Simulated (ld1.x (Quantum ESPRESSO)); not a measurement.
Before and after: TM potential for Sr (Z = 38)

strontium, norm-conserving Troullier–Martins (Kleinman–Bylander form), made with ld1.x (Quantum ESPRESSO) 7.5 (PBE, fully relativistic). Core [Kr], reference 4d0 5s2 5p0. Waves: 5s (bound): rc 3.95 bohr; 4d (bound, empty): rc 2.55 bohr; 5p (bound, empty): rc 3.55 bohr. Local part: the p channel. Core correction: Bessel-smoothed model core, default radius (core density twice the valence density).

Open shells are filled in proportion to 2j + 1 (rel_dist='average').

Change: wave 5p (bound): rc 3.55 bohr becomes 5p (bound): rc 3.58 bohr.

Cutoffs: the cutoffs (Ry, on a coarse ladder) from which the occupation-weighted sum of valence levels, in a spherical-Bessel basis at the reference potential, stays within 10 and 1 mRy of its value at 400 Ry; they do not see the model core or the augmentation charge, which bear on the density cutoff. Errors are all-electron minus pseudo energies relative to the spin-unpolarised reference configuration.

**Question.** How do hardness, ghosts and transferability respond?

**Answer.** Both files are so soft that the ladder of cutoffs tells neither apart; both files keep a bound ghost (s); the number of tests that count goes from 7 to 6; of the 6 tests that both files solve, the error grows in 4 and shrinks in 0 by more than 15 % and 0.3 meV (median size 13.9 → 18.7 meV). More of the atom is replaced by a form fitted at one configuration, so other configurations suffer.

```csv
quantity,base,changed
"cutoff, loose",6 Ry,6 Ry
"cutoff, tight",8 Ry,8 Ry
bound ghosts,s,s
"tests counted (converged, no solver errors)",7 of 7,6 of 7
"error for 4d0 5s1.5 5p0, meV [ΔE 2.34 eV]",-5.4,-14
"error for 4d0 5s1 5p1, meV [ΔE 2.30 eV]",-10.0,-16
"error for 4d0.5 5s1.5 5p0, meV [ΔE 1.15 eV]",-13,-19
"error for 4d0 5s0 5p2, meV [ΔE 4.70 eV]",-24,-26
"error for 4d1 5s0 5p0, meV [ΔE 7.65 eV]",-61,-61
"error for 4d0 5s0 5p1, meV [ΔE 8.82 eV]",-15,-18
s: phases at 4.29 bohr within 0.05 rad from the reference energy up to (Ry; the scan ends near 5),0.9,0.7
p1/2: phases at 4.29 bohr within 0.05 rad from the reference energy up to (Ry; the scan ends near 5),n/a,n/a
p3/2: phases at 4.29 bohr within 0.05 rad from the reference energy up to (Ry; the scan ends near 5),n/a,n/a
d3/2: phases at 4.29 bohr within 0.05 rad from the reference energy up to (Ry; the scan ends near 5),0.4,0.4
d5/2: phases at 4.29 bohr within 0.05 rad from the reference energy up to (Ry; the scan ends near 5),0.4,0.4
```

Base: The cutoffs count occupied waves only; the empty 4d level needs 15 Ry at the loose tolerance. Changed file: The cutoffs count occupied waves only; the empty 4d level needs 15 Ry at the loose tolerance. Tests not counted: 4d0 5s1 5p0 (solver errors, printed error -2.7 eV). A true bound ghost makes a file unfit for plane-wave use even where its test errors are small: the radial tests pick states by their node count and pass the ghost by. Where a test does run into it, the solver fails or the error is huge.
